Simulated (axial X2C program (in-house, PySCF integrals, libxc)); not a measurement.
**Spin–orbit effects down a group: molecules with I (ions), HF**

Calculated with an axial X2C code built on PySCF integrals, spin-free (one-electron X2C) or two-component (2c: spin–orbit coupling with atomic mean-field Coulomb and Gaunt terms, which also bring small scalar terms), in Dyall basis sets with cores contracted in-house; open shells are unrestricted.

Basis sets: Be dyall-av3z, I dyall-acv3z, Mg dyall-av3z, Sr dyall-acv3z.

```tsv
molecule	spin-free state	Re (Å)	ωe (cm⁻¹)	De (eV)	2c state	Re 2c (Å)	ωe 2c (cm⁻¹)	De 2c (eV)
BeI⁻	M_S = 0, Λ = 0	2.555	243.2	0.44	Ω = 0	2.560	241.0	0.44
MgI⁻	M_S = 0, Λ = 0	2.975	144.5	0.52	Ω = 0	2.979	143.5	0.52
SrI⁻	M_S = 0, Λ = 0	3.246	117.1	1.10	Ω = 0	3.249	116.6	1.10
```

Fragments in 2c: I- + Be, I- + Mg, I- + Sr. Each entry is the lowest single determinant of a limited PBE0 search at one distance. De goes to single-determinant-based atoms at the same level (for ions the charge split of lowest energy) and is withheld (n/a) where an atom does not fit its ground term or J level. Main or longest-lived isotopes.
